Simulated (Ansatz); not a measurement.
C3H6Si can be A, `C1=C[SiH2]C1`, or B, `C=C=C[SiH3]`.

Isolated molecules relaxed with PBE0-D4/def2-TZVP in Ansatz; ΔE leaves out vibrations. CBS: MP2 limit from def2 TZ/QZ plus the TZ coupled-cluster correction, frozen cores. DFT in def2-TZVPP. B3LYP here is the variant with VWN-RPA as its local correlation; programs differ in this.

Task: Which is lower in electronic energy at CCSD(T)/CBS, and by how much? (Best estimate.)

Result: Computed: A, by 14.4 kcal/mol.

Task: Give E(B) − E(A) in kcal/mol with BLYP-D4, CCSD(T)/def2-TZVPP, B2PLYP, PBE0-D4, LDA (SPW92), B3LYP, r2SCAN-D4. (Estimate.)

Result: Ansatz gave: BLYP-D4 6.0, CCSD(T)/def2-TZVPP 13.8, B2PLYP 11.0, PBE0-D4 15.3, LDA (SPW92) 16.5, B3LYP 8.2, r2SCAN-D4 11.8. None reverses the order clearly.

Task: Does the order hold for the free energy at 298.15 K (harmonic terms from PBE0-D4)? (Best estimate.)

Result: Computed: Yes: G(B) − G(A) = +10.3 kcal/mol.

Largest T1 diagnostic: 0.012.

Leaving LDA and LC-ωPBE aside and taking each functional with its dispersion term where it has one, the values, not all of them listed here, spread over 11.5 kcal/mol, from BLYP-D4 to PBE-QIDH. LDA lies +4.4 kcal/mol from PBE without D4. From r2SCAN to r2SCAN0 (25 % exact exchange), in def2-TZVPP and without D4, E(B) − E(A) moves by +2.6 kcal/mol.
